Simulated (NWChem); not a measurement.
Everything below was run with NWChem. System: Cl₂Hg, charge 0, spin multiplicity 1, at a geometry optimised with PBE0/def2-SVP with def2 effective core potentials on Hg. The structure started from a generated list of species. Level: CR-CCSD(T)/def2-SVP with def2 effective core potentials on Hg, 14 core orbitals frozen.

Input file:

```
start mol
memory heap 100 mb stack 700 mb global 1900 mb
geometry units angstroms nocenter noautoz
  Hg     0.000000     0.000000     0.000000
  Cl     0.000000     0.000000     2.282284
  Cl     0.000000     0.000000    -2.282284
  symmetry group D2h
end
basis spherical
  * library def2-svp
end
ecp
  Hg library def2-ecp
end
scf
  rhf
  nopen 0
  maxiter 100
  thresh 1e-7
  semidirect memsize 60000000 filesize 0
end
tce
  freeze core 14
  cr-ccsd(t)
  2eorb
  2emet 13
  thresh 1e-6
  maxiter 100
  tilesize 24
end
task tce energy
```

Output (cleaned and shortened):

```
             Northwest Computational Chemistry Package (NWChem) 7.3.0
             --------------------------------------------------------

                                NWChem Input Module
                                -------------------

 Scaling coordinates for geometry "geometry" by  1.889725989
 (inverse scale =  0.529177249)

 Turning off AUTOSYM since
 SYMMETRY directive was detected!

                             Geometry "geometry" -> ""
                             -------------------------

 Output coordinates in angstroms (scale by  1.889725989 to convert to a.u.)

  No.       Tag          Charge          X              Y              Z
 ---- ---------------- ---------- -------------- -------------- --------------
    1 Hg                  80.0000     0.00000000     0.00000000     0.00000000
    2 Cl                  17.0000     0.00000000     0.00000000     2.28228400
    3 Cl                  17.0000     0.00000000     0.00000000    -2.28228400

 Effective nuclear repulsion energy (a.u.)     664.1716060576

            Nuclear Dipole moment (a.u.)
            ----------------------------
        X                 Y               Z
 ---------------- ---------------- ----------------
     0.0000000000     0.0000000000     0.0000000000

      Symmetry information
      --------------------

 Group name             D2h
 Group number             26
 Group order               8
 No. of unique centers     2

      Symmetry unique atoms

     1    2


 Summary of "ao basis" -> "" (spherical)
 ------------------------------------------------------------------------------
       Tag                 Description            Shells   Functions and Types
 ---------------- ------------------------------  ------  ---------------------
 *                          def2-svp                  on all atoms

 Summary of "ao basis" -> "ao basis" (spherical)
 ------------------------------------------------------------------------------
       Tag                 Description            Shells   Functions and Types
 ---------------- ------------------------------  ------  ---------------------
 Hg                         def2-svp                12       32   6s3p2d1f
 Cl                         def2-svp                 8       18   4s3p1d

                                 NWChem SCF Module
                                 -----------------

  ao basis        = "ao basis"
  functions       =    68
  atoms           =     3
  closed shells   =    27
  open shells     =     0
  charge          =   0.00
  wavefunction    = RHF
  use symmetry    = T
  symmetry adapt  = T

 Summary of "ao basis" -> "ao basis" (spherical)
 ------------------------------------------------------------------------------
       Tag                 Description            Shells   Functions and Types
 ---------------- ------------------------------  ------  ---------------------
 Hg                         def2-svp                12       32   6s3p2d1f
 Cl                         def2-svp                 8       18   4s3p1d

      Symmetry analysis of basis
      --------------------------

        ag         19
        au          2
        b1g         3
        b1u        14
        b2g         6
        b2u         9
        b3g         6
        b3u         9

 Forming initial guess at       0.1s

      Superposition of Atomic Density Guess
      -------------------------------------

 Sum of atomic energies:       -1092.79192937

      Non-variational initial energy
      ------------------------------

 Total energy =   -1071.478259
 1-e energy   =   -1921.852596
 2-e energy   =     659.203281
 HOMO         =      -0.400030
 LUMO         =      -0.060797

      Symmetry analysis of molecular orbitals - initial
      -------------------------------------------------

 !! scf_movecs_sym_adapt:   40 vectors were symmetry contaminated

  Symmetry fudging

 !! scf_movecs_sym_adapt:   38 vectors were symmetry contaminated

  Numbering of irreducible representations:

     1 ag          2 au          3 b1g         4 b1u         5 b2g
     6 b2u         7 b3g         8 b3u

  Orbital symmetries:

     1 b1u         2 ag          3 ag          4 b1u         5 ag
     6 b1u         7 b2u         8 b3u         9 b3g        10 b2g
    11 ag         12 b1u        13 b2u        14 b3u        15 ag
    16 b1u        17 ag         18 b2g        19 b3g        20 ag
    21 b1g        22 ag         23 b1u        24 b2u        25 b3u
    26 b3g        27 b2g        28 ag         29 b2u        30 b3u
    31 b1u        32 ag         33 b2g        34 b3g        35 ag
    36 b1g        37 ag

 Starting SCF solution at       0.5s

 ----------------------------------------------
         Quadratically convergent ROHF

 Convergence threshold     :          1.000E-07
 Maximum no. of iterations :          100
 Final Fock-matrix accuracy:          1.000E-09
 ----------------------------------------------

              iter       energy          gnorm     gmax       time
             ----- ------------------- --------- --------- --------
                 1    -1071.2445380008  7.65D-01  3.03D-01      0.6
                 2    -1071.2876693428  1.62D-01  4.23D-02      0.6
                 3    -1071.2903715594  1.06D-02  5.16D-03      0.6
                 4    -1071.2903898440  6.58D-05  2.96D-05      0.6
                 5    -1071.2903898448  6.46D-09  2.81D-09      0.7

       Final RHF  results
       ------------------

         Total SCF energy =  -1071.290389844780
      One-electron energy =  -1921.162564978641
      Two-electron energy =    658.701119384335
[...]
        Time for solution =      0.2s

       Symmetry analysis of molecular orbitals - final
       -----------------------------------------------

  Numbering of irreducible representations:

     1 ag          2 au          3 b1g         4 b1u         5 b2g
     6 b2u         7 b3g         8 b3u

  Orbital symmetries:

     1 b1u         2 ag          3 b1u         4 ag          5 b1u
     6 ag          7 b2u         8 b3u         9 b3g        10 b2g
    11 ag         12 b1u        13 b2u        14 b3u        15 ag
    16 b1u        17 b3g        18 b2g        19 ag         20 ag
    21 b1g        22 ag         23 b1u        24 b3u        25 b2u
    26 b2g        27 b3g        28 ag         29 b3u        30 b2u
    31 b1u        32 ag         33 ag         34 b1g        35 b3g
    36 b2g        37 b1u

             Final eigenvalues
             -----------------

              1
    1 -104.7809
    2 -104.7808
    3  -10.5422
    4  -10.5422
    5   -8.0168
    6   -8.0168
    7   -8.0141
    8   -8.0141
    9   -8.0141
   10   -8.0141
   11   -5.1589
   12   -3.1540
   13   -3.1476
   14   -3.1476
   15   -1.0770
   16   -1.0538
   17   -0.7328
   18   -0.7328
   19   -0.7288
   20   -0.7148
   21   -0.7148
   22   -0.5098
   23   -0.4696
   24   -0.4625
   25   -0.4625
   26   -0.4382
   27   -0.4382
   28    0.0426
   29    0.0773
   30    0.0773
   31    0.2211
   32    0.2258
   33    0.5780
   34    0.5780
   35    0.5906
   36    0.5906
   37    0.7493

                       ROHF Final Molecular Orbital Analysis
                       -------------------------------------

 Vector   25  Occ=2.000000D+00  E=-4.625048D-01  Symmetry=b2u
              MO Center= -9.5D-31,  3.4D-16,  1.5D-16, r^2= 6.1D+00
   Bfn.  Coefficient  Atom+Function         Bfn.  Coefficient  Atom+Function
  ----- ------------  ---------------      ----- ------------  ---------------
    44      0.452566  2 Cl py                62      0.452566  3 Cl py
    41      0.320460  2 Cl py                59      0.320460  3 Cl py
    38      0.186433  2 Cl py                56      0.186433  3 Cl py

 Vector   26  Occ=2.000000D+00  E=-4.382377D-01  Symmetry=b2g
              MO Center=  2.2D-16,  9.1D-32, -9.5D-17, r^2= 6.0D+00
   Bfn.  Coefficient  Atom+Function         Bfn.  Coefficient  Atom+Function
  ----- ------------  ---------------      ----- ------------  ---------------
    43      0.469442  2 Cl px                61     -0.469442  3 Cl px
    40      0.324286  2 Cl px                58     -0.324286  3 Cl px
    19      0.252598  1 Hg d  1              37      0.188730  2 Cl px
    55     -0.188730  3 Cl px

 Vector   27  Occ=2.000000D+00  E=-4.382377D-01  Symmetry=b3g
              MO Center=  1.1D-32, -8.7D-17,  2.9D-16, r^2= 6.0D+00
   Bfn.  Coefficient  Atom+Function         Bfn.  Coefficient  Atom+Function
  ----- ------------  ---------------      ----- ------------  ---------------
    44      0.469442  2 Cl py                62     -0.469442  3 Cl py
    41      0.324286  2 Cl py                59     -0.324286  3 Cl py
    17     -0.252598  1 Hg d -1              38      0.188730  2 Cl py
    56     -0.188730  3 Cl py

 Vector   28  Occ=0.000000D+00  E= 4.264801D-02  Symmetry=ag
              MO Center=  3.1D-17, -2.1D-17,  1.0D-17, r^2= 4.9D+00
   Bfn.  Coefficient  Atom+Function         Bfn.  Coefficient  Atom+Function
  ----- ------------  ---------------      ----- ------------  ---------------
     6      1.108705  1 Hg s                 45      0.482911  2 Cl pz
    63     -0.482911  3 Cl pz                36     -0.371890  2 Cl s
    54     -0.371890  3 Cl s                 18      0.341779  1 Hg d  0
     3     -0.338633  1 Hg s                  2      0.230892  1 Hg s
     5      0.194848  1 Hg s                 42      0.191478  2 Cl pz

 Vector   29  Occ=0.000000D+00  E= 7.733607D-02  Symmetry=b3u
              MO Center= -3.6D-16,  2.5D-30,  2.9D-17, r^2= 5.2D+00
   Bfn.  Coefficient  Atom+Function         Bfn.  Coefficient  Atom+Function
  ----- ------------  ---------------      ----- ------------  ---------------
    13      1.047277  1 Hg px                43     -0.244258  2 Cl px
    61     -0.244258  3 Cl px                 7     -0.223756  1 Hg px

 Vector   30  Occ=0.000000D+00  E= 7.733607D-02  Symmetry=b2u
              MO Center=  1.2D-30, -7.6D-16,  1.8D-17, r^2= 5.2D+00
   Bfn.  Coefficient  Atom+Function         Bfn.  Coefficient  Atom+Function
  ----- ------------  ---------------      ----- ------------  ---------------
    14      1.047277  1 Hg py                44     -0.244258  2 Cl py
    62     -0.244258  3 Cl py                 8     -0.223756  1 Hg py

 center of mass
 --------------
 x =   0.00000000 y =   0.00000000 z =   0.00000000

 moments of inertia (a.u.)
 ------------------
        1300.913404499137           0.000000000000           0.000000000000
           0.000000000000        1300.913404499137           0.000000000000
           0.000000000000           0.000000000000           0.000000000000

  Mulliken analysis of the total density
  --------------------------------------

    Atom       Charge   Shell Charges
 -----------   ------   -------------------------------------------------------
    1 Hg  20    19.21   0.12 -0.54  1.76  0.66  0.69  0.19  5.60  0.50  0.24  8.99  0.99  0.01
    2 Cl  17    17.39   2.00  1.99  1.20  0.77  5.94  2.06  3.42  0.02
    3 Cl  17    17.39   2.00  1.99  1.20  0.77  5.94  2.06  3.42  0.02

       Multipole analysis of the density wrt the origin
       ------------------------------------------------

     L   x y z        total         open         nuclear
     -   - - -        -----         ----         -------
     0   0 0 0     -0.000000      0.000000     54.000000

     1   1 0 0     -0.000000      0.000000      0.000000
     1   0 1 0      0.000000      0.000000      0.000000
     1   0 0 1      0.000000      0.000000      0.000000

     2   2 0 0    -34.908360      0.000000      0.000000
     2   1 1 0      0.000000      0.000000      0.000000
     2   1 0 1     -0.000000      0.000000      0.000000
     2   0 2 0    -34.908360      0.000000      0.000000
     2   0 1 1      0.000000      0.000000      0.000000
     2   0 0 2    -46.577151      0.000000    632.435092

                   NWChem Extensible Many-Electron Theory Module
                   ---------------------------------------------


            General Information
            -------------------
      Number of processors :     1
         Wavefunction type : Restricted Hartree-Fock
          No. of electrons :    54
           Alpha electrons :    27
            Beta electrons :    27
           No. of orbitals :   136
            Alpha orbitals :    68
             Beta orbitals :    68
        Alpha frozen cores :    14
         Beta frozen cores :    14
     Alpha frozen virtuals :     0
      Beta frozen virtuals :     0
         Spin multiplicity : singlet
    Number of AO functions :    68
       Number of AO shells :    28
        Use of symmetry is : on
      Symmetry adaption is : on
         Schwarz screening : 0.10D-09

          Correlation Information
          -----------------------
          Calculation type : Coupled-cluster singles & doubles w/ perturbation
   Perturbative correction : Completely renormalized (T)
            Max iterations :      100
        Residual threshold : 0.10D-05
     T(0) DIIS level shift : 0.00D+00
     L(0) DIIS level shift : 0.00D+00
     T(1) DIIS level shift : 0.00D+00
     L(1) DIIS level shift : 0.00D+00
     T(R) DIIS level shift : 0.00D+00
     T(I) DIIS level shift : 0.00D+00
   CC-T/L Amplitude update :  5-th order DIIS
                I/O scheme : Global Array Library
        L-threshold :  0.10D-05
        EOM-threshold :  0.10D-05
 no EOMCCSD initial starts read in
 TCE RESTART OPTIONS
 SLICE:      F
 D4D5:       F
 quantumc:   F
 qrotation:  F
 pwtce:      F
 qducc:      F
 nacto:                         0
 nrotv:                         0
 nrot:                          0

            Memory Information
            ------------------
          Available GA space size is     249032176 doubles
          Available MA space size is     104839932 doubles

 Maximum block size supplied by input
 Maximum block size        24 doubles

 tile_dim =     11

 -------------------------------------------------

 Global array virtual files algorithm will be used

 Parallel file system coherency ......... OK

 4-electron integrals stored in orbital form

 v2    file size   =           218627
 4-index algorithm nr.  13 is used
 imaxsize =       30
 imaxsize ichop =        0


CCSD iterations
 ---------------------------------------------------------
 Iter          Residuum       Correlation     Cpu    Wall
 ---------------------------------------------------------
    1   0.1439009652626  -0.5497504840058     1.6     1.6
    2   0.0346198061841  -0.5486741678641     1.6     1.6
    3   0.0108571509107  -0.5563161659785     1.6     1.6
    4   0.0050962035092  -0.5571767440615     1.6     1.6
    5   0.0022167052665  -0.5578354870651     2.4     2.4
    6   0.0009267364751  -0.5581120005351     2.8     2.8
    7   0.0004905532681  -0.5581935834105     2.8     2.8
    8   0.0002344649562  -0.5582126469373     2.3     2.3
    9   0.0001531898755  -0.5582126003743     1.7     1.7
   10   0.0000826764119  -0.5582198958196     1.5     1.5
   11   0.0000102154192  -0.5582254373878     1.5     1.5
   12   0.0000034718400  -0.5582261010517     1.5     1.5
   13   0.0000013621307  -0.5582265184130     1.5     1.5
   14   0.0000007402891  -0.5582265651144     1.5     1.5
 -----------------------------------------------------------------
 Iterations converged
 CCSD correlation energy / hartree =        -0.558226565114443
 CCSD total energy / hartree       =     -1071.848616409894021

 Singles contributions

 Doubles contributions
 CR-CCSD(T)

 CR-CCSD[T]  correction energy / hartree =        -0.009435853669205
 CR-CCSD[T] correlation energy / hartree =        -0.567662418783648
 CR-CCSD[T] total energy / hartree       =     -1071.858052263563195
 CR-CCSD(T)  correction energy / hartree =        -0.008625053907763
 CR-CCSD(T) correlation energy / hartree =        -0.566851619022206
 CR-CCSD(T) total energy / hartree       =     -1071.857241463801756

 Task  times  cpu:       40.6s     wall:       40.6s

 Total times  cpu:       40.7s     wall:       40.7s
```
